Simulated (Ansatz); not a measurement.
Reactions of propene.

Program: Ansatz. Geometries: PBE0-D4/def2-TZVP. ΔE: electronic, gas phase. CBS: MP2 limit from def2 TZ/QZ plus the TZ coupled-cluster correction, frozen cores. This one scheme is used for every species, atoms too. Open shells (•) are unrestricted, without spin–orbit coupling. Spin–orbit coupling would lower the free atoms: a little for C. Elements past krypton have def2 core potentials. Bonds to Br, Ge, Se, Sn are less sure, by a few kJ/mol each and by 10 to 20 or more in all where they break to atoms, as the def2 sets lack core-valence functions. Scalar relativity is left out up to krypton. Each species was taken in one conformer, which may not be the lowest.

```tsv
reaction	CCSD(T)/CBS(def2) (eV)
`C=CC` + `[Br][SnH3]` → `C=[CH][SnH2][Br]` + CH₄	?
`C=CC` → `C=C` + `[CH2]` (triplet)	4.63
`C=CC` + H–F → `C=CF` + CH₄	0.41
`C=CC` + `[OH][GeH2][SeH]` → `C[Se][GeH2][OH]` + `C=C`	0.15
`C=CC` + `OC(O)[SeH]` → `COC(O)[SeH]` + `C=C`	?
`C=CC` → 3 C• + 6 H•	37.29
`C=CC` → `C1CC1`	0.34
```

(1) Fill in the missing values. (Estimate.)

Largest T1 diagnostic: 0.012, for `C=CF`.

Results:

(1) Computed: `C=CC` + `[Br][SnH3]` → `C=[CH][SnH2][Br]` + CH₄: -0.34 eV; `C=CC` + `OC(O)[SeH]` → `COC(O)[SeH]` + `C=C`: +0.54 eV.
